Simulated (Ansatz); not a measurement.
Relaxation of FH₅OSn (8 atoms, charge 0, multiplicity 1), to a largest force component of 0.03 eV/Å in at most 50 steps.

Computed with Ansatz, RKS PBE0/def2-SVP.

```xyz
8
Properties=species:S:1:pos:R:3
Sn -0.140 0.132 -0.042
O -0.060 0.079 1.936
H -0.926 0.054 2.356
H 1.485 0.287 -0.518
H -1.045 1.545 -0.435
H -0.944 -1.258 -0.630
F 1.416 -2.229 1.156
H 1.178 -1.735 1.902
```

Q: Where does it end, and by what steps?

A: The run converged. After 6 steps the energy has fallen by 0.245 eV; H8 moved furthest, 0.42 Å.

| step | energy less start (eV) | largest force component (eV/Å) | accepted |
| --- | --- | --- | --- |
| 0 | 0.0000 | 0.642 | yes |
| 1 | -0.1276 | 0.723 | yes |
| 2 | -0.2195 | 0.715 | yes |
| 3 | -0.2181 | 1.171 | no |
| 4 | -0.2434 | 0.058 | yes |
| 5 | -0.2447 | 0.036 | yes |
| 6 | -0.2450 | 0.027 | yes |

```xyz
8
Properties=species:S:1:pos:R:3
Sn -0.097 0.084 -0.100
O 0.059 -0.120 1.915
H -0.773 -0.032 2.393
H 1.506 0.298 -0.616
H -1.042 1.506 -0.290
H -0.908 -1.281 -0.725
F 1.339 -2.130 1.326
H 0.883 -1.450 1.821
```

Run time: 44 s on 1 thread of Arm Neoverse N1 (shared host), peak memory 0.15 GiB.
